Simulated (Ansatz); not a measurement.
Gas-phase electronic energies from Ansatz, PBE0-D4/def2-TZVP geometries. CBS: MP2 limit from def2 TZ/QZ plus the TZ coupled-cluster correction, frozen cores. Functionals use def2-TZVPP. B3LYP here is the variant with VWN-RPA as its local correlation; programs differ in this. Elements past krypton have def2 core potentials. For Sn outer-core shells are correlated without core-valence functions, which leaves a few kJ/mol of doubt a bond. Each species was taken in one conformer, which may not be the lowest.

`[NH2][SnH]([OH])[SiH2]F` + `BC(=C)S` → `BC(=C)S[SiH2]F` + `[NH2][SnH2][OH]`  (cleavage of the Si–Sn bond)

```csv
level,ΔE (kcal/mol),difference from CCSD(T)/CBS
PBE-D4,-7.7,1.9
r2SCAN-D4,-9.6,0.0
PBE0-D4,-8.9,0.7
B3LYP-D4,-8.6,1.0
ωB97X-V,-9.8,-0.2
ωB97M-V,-10.5,-0.9
B2PLYP,-9.1,0.5
PBE,-6.9,2.7
r2SCAN,-9.4,0.2
PBE0,-8.3,1.3
B3LYP,-7.4,2.2
HF/def2-TZVPP,-10.2,-0.6
MP2/def2-TZVPP,-11.3,-1.7
SCS-MP2/def2-TZVPP,-10.7,-1.1
CCSD/def2-TZVPP,-9.8,-0.2
CCSD(T)/def2-TZVPP,-10.1,-0.5
HF/def2-QZVPP,-10.2,-0.6
MP2/def2-QZVPP,-11.0,-1.4
SCS-MP2/def2-QZVPP,-10.5,-0.9
HF/CBS(def2),-10.2,-0.6
MP2/CBS(def2),-10.8,-1.2
CCSD/CBS(def2),-9.3,0.3
CCSD(T)/CBS,-9.6,0
```

Largest T1 diagnostic among the species: 0.013.

The D4 term adds −1.2 kcal/mol with B3LYP and −0.6 kcal/mol with PBE0; it sums over pairs of atoms, weighted by their polarisabilities, and B3LYP, whose exchange is more repulsive, gets the larger term. From PBE to PBE0 (25 % exact exchange), in def2-TZVPP and without D4, ΔE moves by −1.4 kcal/mol.
